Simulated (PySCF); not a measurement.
These are PySCF with PBE-D3(BJ)/def2-TZVP // B3LYP-D3(BJ)/def2-TZVP values and carry that method's errors. All species are isolated molecules in the gas phase. 

Reference species (SMILES): `[Cl][GaH2]` (neutral, multiplicity 1).

- dipole moment: 1.88 D

Changed species: `[Cl][GaH][Cl]` (whole molecule; the reference has whole molecule).

### Question
Give the shifts of the dipole moment.

### Answer
the dipole moment drops by 0.23 D, to 1.65 D.
